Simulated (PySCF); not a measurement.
Molecule: MoH$_{5}$, charge 0, multiplicity 2. The spin state was set by rule; other spins were not relaxed. SMILES: [MoH5]
Geometry: optimised at B3LYP-D3(BJ)/def2-TZVP (Ansatz).

Dispersion corrections to the total energy (kcal/mol) from the dftd3 and dftd4 libraries through PySCF: D3(BJ) without and D4 with the three-body term, each with the damping fitted for the functional named.

```json
[
 {"functional": "BLYP", "D3(BJ)": "?", "D4": "-5.47"},
 {"functional": "PBE", "D3(BJ)": "-1.95", "D4": "-2.43"},
 {"functional": "CAM-B3LYP", "D3(BJ)": "?", "D4": "-2.01"},
 {"functional": "PBE0", "D3(BJ)": "-1.68", "D4": "-2.01"},
 {"functional": "PW6B95", "D3(BJ)": "-1.03", "D4": "-2.28"},
 {"functional": "B3LYP", "D3(BJ)": "?", "D4": "-3.92"},
 {"functional": "BP86", "D3(BJ)": "-3.24", "D4": "-3.14"}
]
```

Task: Some entries are withheld; supply them.

Result: 
- BLYP, D3(BJ): -4.36
- CAM-B3LYP, D3(BJ): -1.54
- B3LYP, D3(BJ): -3.59
